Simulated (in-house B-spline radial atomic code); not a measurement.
Radial electron density of Co⁷⁺, [Ar] 3d2. Computed with an all-electron radial atomic-structure program (B-spline basis): non-relativistic TPSS, spin-polarised, spherical fractional occupations, point nucleus.

Columns: r (bohr), 4πr²n(r) (electrons per bohr), bar.

```
  0.0025   0.9191 #
 0.00298    1.273 ##
 0.00354    1.742 ##
 0.00422    2.387 ###
 0.00502    3.235 ####
 0.00597    4.346 #####
  0.0071    5.784 #######
 0.00845    7.618 #########
  0.0101    9.958 ############
   0.012    12.69 ###############
  0.0142    15.79 ###################
  0.0169    19.36 #######################
  0.0202    23.19 ############################
   0.024    26.76 ################################
  0.0285    29.78 ####################################
   0.034    31.86 #######################################
  0.0404    32.52 #######################################
  0.0481    31.69 ######################################
  0.0572     29.7 ####################################
  0.0681    27.34 #################################
   0.081    25.84 ###############################
  0.0964    26.26 ################################
   0.115    28.99 ###################################
   0.137    33.03 ########################################
   0.162    36.14 ############################################
   0.193    36.26 ############################################
    0.23    32.06 #######################################
   0.274    24.73 ##############################
   0.326    17.43 #####################
   0.387    13.31 ################
   0.461    13.24 ################
   0.549    15.27 ###################
   0.653    16.07 ####################
   0.777    13.88 #################
   0.924    9.578 ############
     1.1    5.127 ######
    1.31    2.075 ###
    1.56   0.6276 #
    1.85   0.1431 
    2.21  0.02111 
    2.62 0.002274
```

On this grid the curve has 3 maxima, near 0.0404, 0.193, 0.653 bohr.

The 3d up radial function P(r) = rR(r), positive near the nucleus:

```csv
r (bohr),P
0.0202,0.001693
0.0285,0.00443
0.0404,0.01142
0.0572,0.02824
0.081,0.06641
0.115,0.147
0.162,0.2931
0.23,0.5298
0.326,0.8304
0.461,1.093
0.653,1.152
0.924,0.9137
1.31,0.4998
1.85,0.1681
2.62,0.02731
```
